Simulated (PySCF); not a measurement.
**Neon: a sound run and one with changed settings**

Sound run: Ne²⁺ [He] 2s2 2p4, Ne³⁺ [He] 2s2 2p3. Computed with PySCF 2.14 in def2-TZVP (5s3p2d1f, 31 functions), with no relativity, point nucleus. In the sound run the correlated levels freeze 1s2. The sound run starts from symmetry-adapted Hartree-Fock orbitals and uses a fine grid where one is needed.

A second run was set up differently.

```tsv
species	method	sound run (hartree)	changed run (hartree)	converged
Ne²⁺	MP2	-126.51509	-126.44097	yes
Ne²⁺	CCSD(T)	-126.53117	-126.44705	yes
Ne³⁺	MP2	-124.19942	-124.12436	yes
Ne³⁺	CCSD(T)	-124.21358	-124.12730	yes
```

Ionisation energy of Ne²⁺:

```tsv
method	sound run (eV)	changed run (eV)
UHF	61.860	61.860
MP2	63.013	63.038
SCS-MP2	63.103	63.246
CCSD	63.051	63.114
CCSD(T)	63.065	63.124
```

Question: What was changed?
A. basis contracted for another Hamiltonian
B. too few SCF iterations
C. a valence shell is frozen
D. all electrons correlated in a valence basis

Answer: C. Freezing a valence shell removes pair correlation that changes on ionisation.
